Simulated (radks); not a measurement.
Task: These are the eigenvalues of the occupied orbitals of an atom or ion with whole-number occupations (hartree). Calculated with a radial shooting solver on a logarithmic mesh with Libxc functionals: scalar-relativistic Kohn-Sham, LDA (Slater exchange, Perdew-Wang correlation), spin-polarised, spherical densities, finite nucleus; Fermi nuclear charge, rms radius of each element as measured or else 0.836 A^(1/3) + 0.57 fm.

orbital  eigenvalue
1s        -2965.127
2s        -523.5139
2p        -452.9775
3s        -123.7917
3p        -103.3219
3d        -81.36824
4s        -27.08793
4p        -20.37014
4d        -12.28920
5s         -4.30946
4f         -3.31181
5p         -2.52379
5d         -0.57403

Which element is it, and in what charge state? The configuration may be excited. Open shells, if any, are filled with parallel spins first.

Result: Z = 79, gold, charge +1: Au+ in [Xe] 4f14 5d10. The list shows which subshells hold electrons but not how many an open one holds; the 1s level, -2965.1 hartree, gives Z - s = 77.0 by -(Z - s)^2/2, which with screening and relativity narrows Z to a few neighbours, and the depths of the outer levels then fix element, charge and occupations together.
